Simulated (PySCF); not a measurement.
SiH₂FBr, SMILES F[SiH2]Br. Atoms are numbered in the order given.

```xyz
5

Si     0.5179     1.0909     0.0000
F     -0.7893     1.9964     0.0000
Br    -0.0771    -1.0280     0.0000
H      1.2764     1.3707     1.2339
H      1.2764     1.3707    -1.2339
```

The structure is a stationary point at PBE0-D3(BJ)/def2-TZVP.

Method: CAM-B3LYP/def2-TZVPD run with PySCF.

Mulliken values depend strongly on the basis, most of all with diffuse functions as here. Atomic charges (e):

```
atom  meta-Löwdin  Mulliken
----  -----------  --------
Si1           ___      0.56
F2            ___     -0.23
Br3           ___     -0.20
H4            ___     -0.06
H5            ___     -0.06
```

Question: Fill in the missing entries. (Estimate from the structure and the level; the computed values follow.)

Answer: 
- Si1, meta-Löwdin: 0.99
- F2, meta-Löwdin: -0.50
- Br3, meta-Löwdin: -0.26
- H4, meta-Löwdin: -0.11
- H5, meta-Löwdin: -0.11
